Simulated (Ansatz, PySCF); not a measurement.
Complex: SiH4 (SMILES [SiH4]) (first 5 atoms) with CH3I (SMILES CI); geometry from B3LYP-D3(BJ)/def2-TZVP, rigid monomers moved along the line of their centres of mass till Si1···I7 is 4.59 Å.
(charge 0, multiplicity 1):
```
atom    x (Å)    y (Å)    z (Å)
----  -------  -------  -------
Si     0.1423   0.0449  -0.0385
H      1.2893  -0.8569   0.1958
H      0.2310   1.2199   0.8569
H     -1.1263  -0.6720   0.2198
H      0.1563   0.5088  -1.4461
C     -2.0117   0.2253   3.9150
I     -0.3628  -1.0801   4.3869
H     -2.5940  -0.2597   3.1403
H     -2.5883   0.3608   4.8225
H     -1.5909   1.1609   3.5655
```

Monomers are frozen at their geometry in the pair; levels with a basis set take the counterpoise correction. Rows marked so take none.

Rows in LANL2DZ carry no dispersion term and start afresh at each structure. LANL2DZ brings its own core potentials from Na on.

Programs: Ansatz (Gaussian basis) for Hartree–Fock, density functionals and correlated methods; PySCF for LANL2DZ rows, the dispersion terms.  In def2 rows elements past Kr take small-core potentials, without spin–orbit coupling.

Problem. One of these levels gives -24.3 meV for the interaction energy. Which one is it?
(A) B3LYP/LANL2DZ (no counterpoise)
(B) PBE/def2-TZVPPD
(C) PBE-D3(BJ)/def2-TZVPPD

Solution. B, PBE/def2-TZVPPD. The others give -65.7 (PBE-D3(BJ)/def2-TZVPPD), 2.9 (B3LYP/LANL2DZ (no counterpoise))

Ansatz is an electronic-structure program.
